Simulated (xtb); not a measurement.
disilazane (H7NSi2), singlet, geometry from GFN2-xTB. Base run: GFN0-xTB in xtb.

Here is a job for xtb.
```
$ xtb mol.xyz --gfn 0 --json

# file mol.xyz
10

Si     1.49303295    -0.29467355     0.37775681
N      0.07177708    -0.11245754    -0.59500001
Si    -1.52266963     0.35803387    -0.10940318
H      2.60085977    -0.44841929    -0.56612732
H      1.61644865     0.91435503     1.18804151
H      1.41022821    -1.47096761     1.25316965
H      0.11743383    -0.57014488    -1.49085173
H     -2.18929653    -0.69189990     0.67169837
H     -2.25767966     0.60314487    -1.35098125
H     -1.38552039     1.56409001     0.70310006
```

Each row names what was changed in the base input (with any setting that the change needs).

```json
[
 {"change": "base", "ΔE vs base (mEh)": "0.000", "HOMO-LUMO gap (eV)": "5.81"},
 {"change": "etemp = 5000", "ΔE vs base (mEh)": "-0.172", "HOMO-LUMO gap (eV)": "5.81"},
 {"change": "etemp = 10", "ΔE vs base (mEh)": "0.000", "HOMO-LUMO gap (eV)": "5.81"},
 {"change": "etemp = 1000", "ΔE vs base (mEh)": "0.000", "HOMO-LUMO gap (eV)": "5.81"},
 {"change": "acc = 30", "ΔE vs base (mEh)": "0.000", "HOMO-LUMO gap (eV)": "5.81"}
]
```
